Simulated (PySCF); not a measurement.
Ionisation energy of Xe⁴⁶⁺ by level of theory

Xe⁴⁶⁺ [He] 2s2 2p4 (3P) → Xe⁴⁷⁺ [He] 2s2 2p3 (4S), as a difference of total energies. All numbers are calculated (PySCF 2.14, the non-relativistic Hamiltonian (point nucleus), in an uncontracted even-tempered set (17 s from 21 bohr⁻², ratio 2.2; 11 p from 27 bohr⁻², ratio 2.2; 6 d from 110 bohr⁻², ratio 2.4; 5 f from 170 bohr⁻², ratio 2.4; 4 g from 250 bohr⁻², ratio 2.4)). Correlated levels: nothing frozen; virtual orbitals above 40 to 60 times the deepest correlated orbital energy dropped. The calculations carry no spin-orbit coupling.

```tsv
method	ionisation energy (eV)
UHF	8070.6
LDA	8066.0
PBE	8073.2
PBE0	8073.0
r2SCAN	8074.6
BHandHLYP	8073.4
revPBE	8072.9
MP2 (all electrons)	8072.2
SCS-MP2 (all electrons)	8072.3
```

Spin-orbit coupling is strong in these open shells (close to jj coupling). The scalar numbers leave it out and a first-order estimate fails, so it can dominate the gap to the real levels.

The gap to the reference is mostly relativistic.

For comparison: 8144 ± 4 eV (theoretical estimate listed by NIST; NIST Atomic Spectra Database, ionization energies).
